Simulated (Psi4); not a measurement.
Psi4 input (wB97X-D/6-311+G**):

```
memory 1500 MB

molecule {
0 2
Na    0.00000000    0.00000000    0.00000000
symmetry c1
no_reorient
no_com
}

set {
  basis 6-311+G**
  reference uks
  scf_type pk
  dft_radial_points 99
  dft_spherical_points 590
  e_convergence 1e-8
  d_convergence 1e-7
  maxiter 150
}

e = energy('wb97x-d')
print_out(f'\nFINAL {e:.10f} DIPOLE {variable("CURRENT DIPOLE")[0]:.6f} {variable("CURRENT DIPOLE")[1]:.6f} {variable("CURRENT DIPOLE")[2]:.6f}\n')
```

Output:

```
   => Loading Basis Set <=

    Name: 6-311+G**
    Role: ORBITAL
    Keyword: BASIS
    atoms 1 entry NA         line   234 file 6-311pgss.gbs

   => WB97X-D: Empirical Dispersion <=

    Chai and Head-Gordon Dispersion Correction
    Chai, J.-D.; Head-Gordon, M. (2010), J. Chem. Phys., 132: 6615-6620

        s6 =       1.000000

         ---------------------------------------------------------
                                   SCF
               by Justin Turney, Rob Parrish, Andy Simmonett
                          and Daniel G. A. Smith
                              UKS Reference
         ---------------------------------------------------------

  ==> Geometry <==

    Molecular point group: c1
    Geometry (in Angstrom), charge = 0, multiplicity = 2:

       Center              X                  Y                   Z               Mass
    ------------   -----------------  -----------------  -----------------  -----------------
         NA           0.000000000000     0.000000000000     0.000000000000    22.989769282000

  Running in c1 symmetry.

  Rotational constants: A = ************  B = ************  C = ************ [cm^-1]
  Rotational constants: A = ************  B = ************  C = ************ [MHz]
  Nuclear repulsion =    0.000000000000000

  Charge       = 0
  Multiplicity = 2
  Electrons    = 11
  Nalpha       = 6
  Nbeta        = 5

  ==> Algorithm <==

  SCF Algorithm Type is PK.
  DIIS enabled.
  MOM disabled.
  Fractional occupation disabled.
  Guess Type is CORE.
  Energy threshold   = 1.00e-08
  Density threshold  = 1.00e-07
  Integral threshold = 1.00e-12

  ==> Primary Basis <==

  Basis Set: 6-311+G**
    Blend: 6-311+G**
    Number of shells: 14
    Number of basis functions: 30
    Number of Cartesian functions: 31
    Spherical Harmonics?: true
    Max angular momentum: 2

  ==> DFT Potential <==

   => LibXC <=

    Version 7.1.2
    S. Lehtola, C. Steigemann, M. J. T. Oliveira, and M. A. L. Marques,  SoftwareX 7, 1–5 (2018) (10.1016/j.softx.2017.11.002)

   => Composite Functional: WB97X-D <=

    wB97X-D Hyb-GGA Exchange-Correlation Functional

    J.-D. Chai and M. Head-Gordon,  Phys. Chem. Chem. Phys. 10, 6615–6620 (2008) (10.1039/B810189B)

    Deriv               =              1
    GGA                 =           TRUE
    Meta                =          FALSE

    Exchange Hybrid     =           TRUE
    MP2 Hybrid          =          FALSE

   => Exchange-Correlation Functionals <=

    1.0000   wB97X-D range-separated functional

   => Exact (HF) Exchange <=

    0.7780            HF,LR [omega = 0.2000]
    0.2220               HF

   => LibXC Density Thresholds  <==

    XC_HYB_GGA_XC_WB97X_D:  1.00E-14

   => Molecular Quadrature <=

    Radial Scheme          =       TREUTLER
    Pruning Scheme         =           NONE
    Nuclear Scheme         =       TREUTLER

    Blocking Scheme        =         OCTREE
    BS radius alpha        =              1
    Pruning alpha          =              1
    Radial Points          =             99
    Spherical Points       =            590
    Total Points           =          57230
    Total Blocks           =            581
    Max Points             =            254
    Max Functions          =             30
    Weights Tolerance      =       1.00E-15

  ==> Integral Setup <==

  Using in-core PK algorithm.
   Calculation information:
      Number of atoms:                   1
      Number of AO shells:              14
      Number of primitives:             25
      Number of atomic orbitals:        31
      Number of basis functions:        30

      Integral cutoff                 1.00e-12
      Number of threads:                 1

  Performing in-core PK
  Using 325035 doubles for integral storage.
  We computed 5565 shell quartets total.
  Whereas there are 5565 unique shell quartets.

  Computing range-separated integrals for PK
  We computed 5565 wK shell quartets total.
  Whereas there are 5565 wK unique shell quartets.

  ==> DiskJK: Disk-Based J/K Matrices <==

    J tasked:                  Yes
    K tasked:                  Yes
    wK tasked:                 Yes
    Omega:               2.000E-01
    Schwarz Cutoff:          1E-12


  Cached 100.0% of DFT collocation blocks in 0.042 [GiB].

  Minimum eigenvalue in the overlap matrix is 4.0118591895E-02.
  Reciprocal condition number of the overlap matrix is 1.4383684553E-02.
    Using symmetric orthogonalization.

  ==> Pre-Iterations <==

  SCF Guess: Core (One-Electron) Hamiltonian.

   -------------------------------------------------------
    Irrep   Nso     Nmo     Nalpha   Nbeta   Ndocc  Nsocc
   -------------------------------------------------------
     A         30      30       6       5       5       1
   -------------------------------------------------------
    Total      30      30       6       5       5       1
   -------------------------------------------------------

  ==> Iterations <==

                        Total Energy        Delta E     RMS |[F,P]|

   @UKS iter   1:  -145.88485741005229   -1.45885e+02   3.21618e-01 ADIIS
   @UKS iter   2:  -132.83229869156202    1.30526e+01   1.58922e-01 ADIIS
   @UKS iter   3:  -162.11416020011612   -2.92819e+01   3.62806e-02 ADIIS/DIIS
   @UKS iter   4:  -162.25116315225210   -1.37003e-01   3.11604e-03 ADIIS/DIIS
   @UKS iter   5:  -162.25616948008800   -5.00633e-03   5.40832e-04 ADIIS/DIIS
   @UKS iter   6:  -162.25716705664445   -9.97577e-04   2.46623e-04 ADIIS/DIIS
   @UKS iter   7:  -162.25741590287950   -2.48846e-04   6.84661e-05 DIIS
   @UKS iter   8:  -162.25742712123900   -1.12184e-05   3.50227e-05 DIIS
   @UKS iter   9:  -162.25742719879372   -7.75547e-08   1.67040e-05 DIIS
   @UKS iter  10:  -162.25742732707286   -1.28279e-07   9.23008e-06 DIIS
   @UKS iter  11:  -162.25742733147666   -4.40380e-09   1.50549e-05 DIIS
   @UKS iter  12:  -162.25742733795332   -6.47665e-09   3.22181e-06 DIIS
   @UKS iter  13:  -162.25742733879886   -8.45546e-10   6.57162e-07 DIIS
   @UKS iter  14:  -162.25742733884178   -4.29168e-11   3.59812e-08 DIIS
  Energy and wave function converged.

  ==> Post-Iterations <==

   Electrons on quadrature grid:
      Nalpha   =    6.0000000003 ; deviation = 3.443e-10
      Nbeta    =    5.0000000003 ; deviation = 3.436e-10
      Ntotal   =   11.0000000007 ; deviation = 6.879e-10

   @Spin Contamination Metric:   2.215966863E-04
   @S^2 Expected:                7.500000000E-01
   @S^2 Observed:                7.502215967E-01
   @S   Expected:                5.000000000E-01
   @S   Observed:                5.000000000E-01

    Orbital Energies [Eh]
    ---------------------

    Alpha Occupied:

       1A    -38.594062     2A     -2.325021     3A     -1.247448
       4A     -1.247448     5A     -1.247448     6A     -0.179061

    Alpha Virtual:

       7A      0.008936     8A      0.008936     9A      0.008936
      10A      0.016836    11A      0.034032    12A      0.034032
      13A      0.034032    14A      0.113821    15A      0.113821
      16A      0.113821    17A      0.127956    18A      0.420701
      19A      0.420701    20A      0.420701    21A      0.420701
      22A      0.420701    23A      0.509323    24A      0.509323
      25A      0.509323    26A      2.079545    27A      4.541799
      28A      4.541799    29A      4.541799    30A     96.338186

    Beta Occupied:

       1A    -38.592582     2A     -2.323865     3A     -1.246713
       4A     -1.246713     5A     -1.246713

    Beta Virtual:

       6A      0.035450     7A      0.035450     8A      0.035450
       9A      0.054303    10A      0.146762    11A      0.146762
      12A      0.146762    13A      0.175926    14A      0.251360
      15A      0.295818    16A      0.295818    17A      0.295821
      18A      0.572906    19A      0.572906    20A      0.572906
      21A      0.572906    22A      0.572906    23A      0.600430
      24A      0.600430    25A      0.600435    26A      2.104387
      27A      4.549738    28A      4.549738    29A      4.549738
      30A     96.340851

    Final Occupation by Irrep:
              A
    DOCC [     5 ]
    SOCC [     1 ]
    NA   [     6 ]
    NB   [     5 ]

  @UKS Final Energy:  -162.25742733884178

   => Energetics <=

    Nuclear Repulsion Energy =              0.0000000000000000
    One-Electron Energy =                -227.8760908728792174
    Two-Electron Energy =                  75.9995601639312497
    DFT Exchange-Correlation Energy =     -10.3808966298937726
    Empirical Dispersion Energy =          -0.0000000000000000
    VV10 Nonlocal Energy =                  0.0000000000000000
    Total Energy =                       -162.2574273388417510

  UHF NO Occupations:
  HONO-2 :    4  A 1.9999635
  HONO-1 :    5  A 1.9999635
  HONO-0 :    6  A 1.0000000
  LUNO+0 :    7  A 0.0000365
  LUNO+1 :    8  A 0.0000365
  LUNO+2 :    9  A 0.0000365
  LUNO+3 :   10  A 0.0000012

Computation Completed

Properties will be evaluated at   0.000000,   0.000000,   0.000000 [a0]

Properties computed using the SCF density matrix

 Multipole Moments:

 ------------------------------------------------------------------------------------
     Multipole            Electronic (a.u.)      Nuclear  (a.u.)        Total (a.u.)
 ------------------------------------------------------------------------------------

 L = 1.  Multiply by 2.5417464519 to convert [e a0] to [Debye]
 Dipole X            :          0.0000000            0.0000000            0.0000000
 Dipole Y            :         -0.0000000            0.0000000           -0.0000000
 Dipole Z            :         -0.0000000            0.0000000           -0.0000000
 Magnitude           :                                                    0.0000000

 ------------------------------------------------------------------------------------

FINAL -162.2574273388 DIPOLE 0.000000 -0.000000 -0.000000

*** Psi4 exiting successfully. Buy a developer a beer!
```
